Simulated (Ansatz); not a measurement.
This geometry of BClFH2N + H4OSi (12 atoms, charge 0, multiplicity 1) is a first-order saddle point.

These are results of RKS PBE0-D4/def2-SVP in Ansatz, not measurements.

```xyz
12
Properties=species:S:1:pos:R:3
B 0.008 0.267 -0.092
F -0.016 -0.538 1.374
N 1.282 0.387 -0.699
H 1.578 -0.304 -1.374
H 2.049 0.787 -0.174
Cl -1.330 -0.440 -1.085
O -0.428 1.451 0.748
Si -1.653 2.566 0.338
H -2.995 1.960 0.546
H -1.462 3.716 1.261
H -1.433 2.967 -1.074
H -0.368 0.574 1.540
```

(1) Which two structures does it join? (They come from a converged band through this point; their orientation in space is the band's.)

(2) How far does it lie above each of them?

## Answers

(1) Bonds broken: B1–F2, O7–H12. Bonds formed: B1–O7, F2–H12. BClFH2N + H4OSi becomes BClH5NOSi + FH.

First end point:

```xyz
12
Properties=species:S:1:pos:R:3
B 0.187 -0.403 -0.354
F -0.029 -0.799 0.907
N 1.478 -0.209 -0.823
H 2.280 -0.263 -0.210
H 1.673 0.113 -1.760
Cl -1.218 -0.246 -1.423
O -0.390 1.940 1.059
Si -1.761 2.807 0.659
H -2.958 1.923 0.528
H -2.060 3.845 1.696
H -1.472 3.489 -0.633
H -0.501 1.197 1.662
```

Last end point:

```xyz
12
Properties=species:S:1:pos:R:3
B -0.130 0.574 -0.713
F 1.174 0.578 2.128
N 0.959 -0.274 -0.584
H 1.310 -0.846 -1.337
H 1.448 -0.336 0.305
Cl -1.016 0.716 -2.257
O -0.559 1.335 0.356
Si -1.848 2.438 0.409
H -3.133 1.737 0.140
H -1.825 2.968 1.798
H -1.622 3.535 -0.571
H 0.473 0.968 1.633
```

(2) 1.01 eV above the first and 1.11 eV above the second. This is the barrier of this one path; another mechanism may lie lower. The orbitals stay closed-shell, which can raise the energy where a bond breaks towards radicals; this wasn't checked here.

The run took 4.8 min on 4 threads of Arm Neoverse V2 (shared host), peak memory 0.31 GiB.
